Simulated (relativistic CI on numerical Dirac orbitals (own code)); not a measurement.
# Sm⁴⁺: q coefficients and field-shift factors

Method of calculation: Dirac-Coulomb-Breit CI, orbitals from a KLI potential per configuration, valence Slater integrals scaled by 0.85, P86 correlation energy added to each configuration, derivatives by finite differences, QED left out (own radial code, finite nucleus).

CI space (outside the closed core [Xe]): 4f4, 4f3 5d, 4f3 6s, 4f3 6p, 4f2 6s2. Levels of other configurations are missing.

With x = (α/α₀)² − 1 an excitation energy changes as ω = ω₀ + qx; K = 2q/ω₀ is the relative enhancement. Terms are leading LS components, so labels can repeat. The field-shift factor is F = δν/δ⟨r²⟩ for the transition from the lowest level.

Lowest level 4f4 5I_4.

```
   Level  ω₀ (cm⁻¹)  q (cm⁻¹)          K  F (GHz/fm²)
4f4 5I_5     1847.3      1914       2.07       0.0796
4f4 5I_6     3837.3      3759       1.96         0.16
4f4 5I_7     5905.5      5447       1.84        0.238
4f4 5I_8     8008.7      6948       1.74        0.312
4f4 5F_1    15498.0     942.8      0.122        0.325
4f4 5F_2    16011.6      1014      0.127        0.336
4f4 5F_3    17091.9      2230      0.261        0.384
4f4 5S_2    17988.3      2949      0.328        0.417
4f4 5F_4    18140.5      2277      0.251        0.407
4f4 3K_6    18620.9      1673       0.18         0.42
4f4 5F_5    19840.3      4411      0.445        0.487
4f4 3K_7    20152.1      2305      0.229        0.463
4f4 3H_4    21035.0    -3.425  -0.000326        0.426
4f4 3K_8    21971.1      3162      0.288        0.518
4f4 5G_2    22396.2      -515     -0.046        0.425
4f4 5G_3    22503.9    -190.2    -0.0169        0.441
4f4 3H_5    24004.0      2629      0.219        0.542
4f4 5G_4    25077.9      2746      0.219        0.557
4f4 3G_3    25800.7      2592      0.201        0.574
4f4 3L_7    26361.7      3497      0.265        0.613
4f4 3D_2    26668.3      1006     0.0754        0.561
4f4 5G_5    27279.8      4699      0.345        0.644
4f4 3H_6    27571.4      5121      0.371        0.665
```

At this charge configurations can still be misplaced by up to about 7 % of their energy. Levels and lines within the n = 5 or 6 shells can be off by up to 10 % or somewhat more, and those that change n by about 2 %, since core polarisation is missing.
